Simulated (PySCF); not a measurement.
## Ionisation energy of Ag²⁺ by level of theory

Ag²⁺ [Kr] 4d9 (2D) → Ag³⁺ [Kr] 4d8 (3F), as a difference of total energies. Computed with PySCF 2.14 in aug-cc-pVDZ-PP with ECP28MDF (5s5p4d2f, 54 functions), with scalar relativity through the core potential. Correlated levels: valence: 4s2 4p6 frozen. The calculations carry no spin-orbit coupling.

```json
{"method": "UHF", "ionisation energy (eV)": "32.915"}
{"method": "LDA", "ionisation energy (eV)": "35.333"}
{"method": "PBE", "ionisation energy (eV)": "34.888"}
{"method": "PBE0", "ionisation energy (eV)": "34.729"}
{"method": "r2SCAN", "ionisation energy (eV)": "34.507"}
{"method": "M06-L", "ionisation energy (eV)": "34.481"}
{"method": "B2PLYP", "ionisation energy (eV)": "34.650"}
{"method": "r2SCANh", "ionisation energy (eV)": "34.494"}
{"method": "TPSSh", "ionisation energy (eV)": "34.441"}
{"method": "MP2 (valence)", "ionisation energy (eV)": "34.575"}
{"method": "SCS-MP2 (valence)", "ionisation energy (eV)": "34.449"}
```

Problem. How much does correlation contribute at MP2 (valence)?

Solution. 34.575 − (32.915) = 1.660 eV, measured against UHF.

The reference lies between the lowest fine-structure levels, while these numbers refer to the centres of the terms.

Errors of the correlated levels include the incompleteness of this basis and the frozen core.

For comparison: 34.8 ± 0.3 eV (semi-empirical (NIST evaluation); NIST Atomic Spectra Database, ionization energies).
